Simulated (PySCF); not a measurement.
Species: C6H8FOPS.
Atom-mapped SMILES: `[CH3:1][O:2][C:3]1=[CH:4][C:5]([CH3:6])=[C:7]([F:8])[P@@H:9]1=[S:10]`

Definitions: NICS(0) = −σiso at the ring centroid; NICS(1) = −σiso and NICS(1)zz = −σzz at ±1 Å along the ring normal z. Level: GIAO PBE0/pcSseg-1 (PySCF, non-relativistic, gas phase) on the GFN2-xTB geometry, one conformer.

Ring bond lengths (Å), with Mayer bond orders in brackets: C3–C4 1.349 (1.70), C4–C5 1.451 (1.05), C5–C7 1.347 (1.68), C7–P9 1.815 (0.86), P9–C3 1.847 (0.80).

Question: Give the NICS values of each ring in ppm.

Answer: 
| ring | type | NICS(0) | NICS(1), two faces | NICS(1)zz, two faces | rms pucker (Å) | centre to ring atoms, mean (Å) |
| --- | --- | --- | --- | --- | --- | --- |
| C3–C4–C5–C7–P9 | 5-membered ring with P; formal bonds 2 double, 3 single | -2.9 | -2.6 / -2.4 | 3.0 / 2.6 | 0.01 | 1.32 |

Question: What do they say, and how far can they be read as aromaticity?

Answer: 
- C3–C4–C5–C7–P9: mean NICS(1)zz 2.8 ppm, near zero. P9 has four or more neighbours; no verdict on aromaticity is drawn.

Question: What are the shieldings of the ring atoms and their hydrogens in the same run (means over atoms taken as equivalent)?

Answer: 
| atoms | environment | σ isotropic (ppm) |
| --- | --- | --- |
| C3 | vinylic carbon bearing oxygen | 25.1 |
| C4 | alkene CH carbon | 72.2 |
| C5 | fully substituted alkene carbon | 51.7 |
| C7 | vinylic C–F carbon | 28.8 |
| P9 | phosphorus bonded to 2 C, S and H | 352.5 |
| H on C4 | vinylic hydrogen | 26.10 |
| H on P9 | P–H hydrogen | 23.91 |

Shape of the structure used: `[CH3:1][O:2][C:3]1=[CH:4][C:5]([CH3:6])=[C:7]([F:8])[P@@H:9]1=[S:10]`: C1–O2–C3–C4 174°.
